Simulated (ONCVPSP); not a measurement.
**Cutoff test, lithium (Li), ONCV**

ONCVPSP 4.0.1 input, shortened (lines: element, Z, core and valence counts, functional; n l f; lmax; l rc ep ncon nbas qcut; lloc lpopt rc5 dvloc0; l nproj debl; icmod fcfact rcfact), BLYP, scalar-relativistic:

```
  Li 3.00    1    1  -106131      upf
    1    0    2.00
    2    0    0.75
    2
    0    2.10    0.00    5   10    2.60
    1    1.85    0.17    4    8    4.70
    2    2.30    0.41    4    9    3.90
    4    2    1.20    2.00
    0    3    1.90
    1    2    2.00
    2    2    0.50
    0    0.00    0.00
```

Task: For each optimised wave give the share of its norm inside rc, the residual kinetic energy above qcut (Ha) and the cutoffs (Ha) for errors of 10, 1, 0.1 and 0.01 mHa per electron.

Result:

| wave | norm inside rc | residual KE | 10 mHa | 1 mHa | 0.1 mHa | 0.01 mHa |
| --- | --- | --- | --- | --- | --- | --- |
| 2s | 0.140 | 2.3e-04 | 0.4 | 2.5 | 4.1 | 15.6 |
| s projector 2 | 0.151 | 5.6e-02 | 6.1 | 53.8 | 84.1 | 92.3 |
| s projector 3 | 0.133 | 2.3e-01 | 27.5 | 94.8 | 107.8 | 117.3 |
| p projector 1 | 0.125 | 2.2e-05 | 2.8 | 6.1 | 9.1 | 17.0 |
| p projector 2 | 0.154 | 2.2e-03 | 8.0 | 12.2 | 34.9 | 72.0 |
| d projector 1 | 0.151 | 1.4e-05 | 1.6 | 3.0 | 6.2 | 7.9 |
| d projector 2 | 0.199 | 5.7e-05 | 2.5 | 4.7 | 7.0 | 9.8 |

The occupied waves need 2.5 Ha and 4.1 Ha for 1 and 0.1 mHa. The cutoffs count occupied waves only; projector 3 of the s channel, the hardest unoccupied one, needs 95 Ha at the loose tolerance. Note: ghosts flagged at negative energy: s at -415.6 eV; GHOST(+) flags only above 600 eV. A true bound ghost makes a file unfit for plane-wave use. 1 of 3 tests not solved or not reliable.
